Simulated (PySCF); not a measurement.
Computed with PBE-D3(BJ)/def2-TZVP // B3LYP-D3(BJ)/def2-TZVP in PySCF 2.14.0. Isolated molecules, 0 K electronic values unless said otherwise. 

Reference species (SMILES): `B` (neutral, multiplicity 1).

| Property | Result |
|---|---|
| HOMO–LUMO gap | 5.44 eV |
| HOMO | -8.48 eV |

Changed species: `[SiH3]B([SiH3])[SiH3]` (3 of 3 H replaced by SiH3; the reference has 0 of 3 H replaced by SiH3).

Q: What does the change do to the HOMO–LUMO gap and HOMO?

A: the HOMO–LUMO gap drops by 2.66 eV, to 2.78 eV; the HOMO rises by 1.64 eV, to -6.84 eV.
